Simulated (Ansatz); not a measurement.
Steps of a relaxation of C$_{3}$H$_{5}$FSi, SMILES `F/C=C1/C[SiH2]1` with RKS PBE0-D4/def2-TZVP.

```sh
$ ansatz run in.yaml --threads 4 --pin off --events-out ev --progress --plain --max-ram 10444MiB
```

```yaml
crystal:
  periodic: [false, false, false]
  atoms:
    - {symbol: F, position_ang: [-1.900565, -1.728434, -0.978871]}
    - {symbol: C, position_ang: [-1.247603, -0.559864, -1.099537]}
    - {symbol: C, position_ang: [-0.297052, -0.169993, -0.249570]}
    - {symbol: C, position_ang: [0.610733, 1.022954, -0.073044]}
    - {symbol: Si, position_ang: [0.778784, -0.356013, 1.220390]}
    - {symbol: H, position_ang: [-1.597249, 0.017785, -1.975993]}
    - {symbol: H, position_ang: [1.425130, 1.163066, -0.810572]}
    - {symbol: H, position_ang: [0.144845, 1.983326, 0.222537]}
    - {symbol: H, position_ang: [1.959858, -1.271824, 1.160705]}
    - {symbol: H, position_ang: [0.206121, -0.152203, 2.587055]}
basis:
  gaussian: {orbitals: def2-TZVP}
hamiltonian: {xc: pbe0, dispersion: d4}
relax: {f_tol: 0.005, max_steps: 150}
```

Positions (Å) and forces (eV/Å) along the path, 9 of 9 steps:

```xyz
10
step=1 energy=-13777.6755 eV
F    -1.901   -1.728   -0.979    0.247    0.364    0.019
C    -1.248   -0.560   -1.100    0.557    0.566    0.232
C    -0.297   -0.170   -0.250   -0.592   -0.482   -0.343
C     0.611    1.023   -0.073    0.170    0.216    0.048
Si    0.779   -0.356    1.220   -0.166    0.237   -0.393
H    -1.597    0.018   -1.976    0.181   -0.375    0.510
H     1.425    1.163   -0.811   -0.475   -0.118    0.377
H     0.145    1.983    0.223    0.216   -0.554   -0.167
H     1.960   -1.272    1.161   -0.263    0.198    0.017
H     0.206   -0.152    2.587    0.125   -0.051   -0.301
10
step=2 energy=-13777.7255 eV
F    -1.885   -1.712   -0.970    0.052    0.080   -0.002
C    -1.234   -0.549   -1.091    0.132    0.200   -0.003
C    -0.296   -0.172   -0.247   -0.083   -0.217    0.083
C     0.609    1.017   -0.071    0.085    0.033    0.068
Si    0.774   -0.353    1.212   -0.121    0.190   -0.302
H    -1.577    0.020   -1.957    0.031   -0.118    0.135
H     1.404    1.152   -0.810   -0.127   -0.041    0.122
H     0.140    1.963    0.215    0.063   -0.165   -0.035
H     1.943   -1.262    1.155   -0.062    0.048    0.004
H     0.206   -0.155    2.566    0.030   -0.009   -0.071
10
step=3 energy=-13777.7323 eV
F    -1.880   -1.709   -0.971   -0.011   -0.016   -0.001
C    -1.229   -0.547   -1.088    0.006    0.062   -0.032
C    -0.297   -0.176   -0.244   -0.002   -0.098    0.069
C     0.609    1.013   -0.068    0.033    0.021    0.031
Si    0.771   -0.347    1.204   -0.008    0.038   -0.045
H    -1.574    0.020   -1.948   -0.012   -0.006   -0.019
H     1.401    1.145   -0.802    0.002   -0.002   -0.021
H     0.141    1.953    0.218   -0.015    0.012   -0.001
H     1.936   -1.254    1.147    0.010   -0.009    0.006
H     0.206   -0.148    2.554   -0.001   -0.002    0.014
10
step=4 energy=-13777.7305 eV rejected
F    -1.884   -1.704   -0.975   -0.075   -0.044   -0.063
C    -1.231   -0.543   -1.093    0.007   -0.086    0.092
C    -0.301   -0.189   -0.239    0.200    0.282    0.009
C     0.610    1.014   -0.068   -0.117   -0.235    0.053
Si    0.773   -0.346    1.205   -0.024    0.064   -0.063
H    -1.575    0.023   -1.954    0.024    0.025    0.004
H     1.398    1.145   -0.806    0.011   -0.011   -0.026
H     0.139    1.953    0.215   -0.024    0.014    0.004
H     1.940   -1.250    1.160    0.020   -0.021   -0.022
H     0.215   -0.153    2.558   -0.021    0.012    0.012
10
step=5 energy=-13777.7329 eV
F    -1.883   -1.706   -0.975   -0.016   -0.006   -0.009
C    -1.229   -0.544   -1.088    0.026    0.001    0.005
C    -0.297   -0.182   -0.239   -0.011   -0.007    0.003
C     0.609    1.012   -0.066   -0.011   -0.010   -0.007
Si    0.773   -0.346    1.205    0.004    0.007    0.002
H    -1.570    0.023   -1.950    0.000    0.008    0.002
H     1.396    1.142   -0.806    0.002    0.003   -0.001
H     0.137    1.951    0.216    0.000    0.003    0.001
H     1.938   -1.253    1.151    0.004   -0.001    0.001
H     0.209   -0.149    2.556    0.002    0.002    0.004
10
step=6 energy=-13777.7330 eV
F    -1.888   -1.704   -0.980    0.006   -0.001   -0.015
C    -1.227   -0.546   -1.090   -0.033   -0.002    0.027
C    -0.297   -0.186   -0.238    0.014    0.017   -0.001
C     0.608    1.010   -0.066   -0.009   -0.015   -0.013
Si    0.775   -0.345    1.206    0.007   -0.002    0.006
H    -1.569    0.028   -1.948    0.018    0.000   -0.004
H     1.394    1.141   -0.808    0.000    0.001    0.003
H     0.134    1.949    0.215    0.000   -0.002    0.000
H     1.941   -1.251    1.154    0.000    0.002   -0.001
H     0.213   -0.147    2.559   -0.001    0.001   -0.003
10
step=7 energy=-13777.7330 eV rejected
F    -1.890   -1.704   -0.986   -0.013    0.006   -0.021
C    -1.229   -0.546   -1.089    0.074    0.007    0.084
C    -0.300   -0.189   -0.234   -0.007   -0.004   -0.003
C     0.605    1.008   -0.067   -0.008   -0.001   -0.007
Si    0.777   -0.343    1.208   -0.020   -0.017   -0.012
H    -1.559    0.033   -1.946   -0.036   -0.003   -0.042
H     1.390    1.138   -0.810    0.001    0.004   -0.001
H     0.131    1.946    0.214    0.002    0.002   -0.002
H     1.942   -1.251    1.154    0.003    0.002    0.002
H     0.215   -0.144    2.560    0.004    0.002    0.002
10
step=8 energy=-13777.7332 eV
F    -1.890   -1.704   -0.985    0.000    0.004    0.000
C    -1.229   -0.545   -1.089   -0.006   -0.011   -0.009
C    -0.299   -0.188   -0.235    0.011    0.009    0.007
C     0.606    1.009   -0.067   -0.004   -0.001    0.001
Si    0.776   -0.344    1.207    0.001    0.000    0.003
H    -1.564    0.030   -1.948    0.001    0.002    0.002
H     1.392    1.139   -0.809   -0.003   -0.002   -0.001
H     0.133    1.947    0.214    0.001   -0.002    0.001
H     1.943   -1.250    1.155   -0.001    0.001   -0.002
H     0.215   -0.145    2.560    0.000    0.001   -0.002
10
step=9 energy=-13777.7332 eV
F    -1.890   -1.704   -0.986    0.000   -0.001    0.000
C    -1.228   -0.545   -1.089    0.000    0.000    0.001
C    -0.300   -0.188   -0.234    0.000    0.000    0.000
C     0.606    1.008   -0.067    0.000    0.000    0.001
Si    0.776   -0.344    1.208   -0.001    0.000   -0.001
H    -1.562    0.030   -1.949    0.000    0.000    0.000
H     1.390    1.139   -0.810    0.000    0.000    0.000
H     0.133    1.947    0.215    0.000    0.000    0.000
H     1.942   -1.251    1.154    0.000    0.000    0.000
H     0.217   -0.144    2.561    0.000    0.000    0.000
```

It took 30 s on 4 threads of an Arm Neoverse V1 on a shared host, with 0.45 GiB of host memory at the peak.
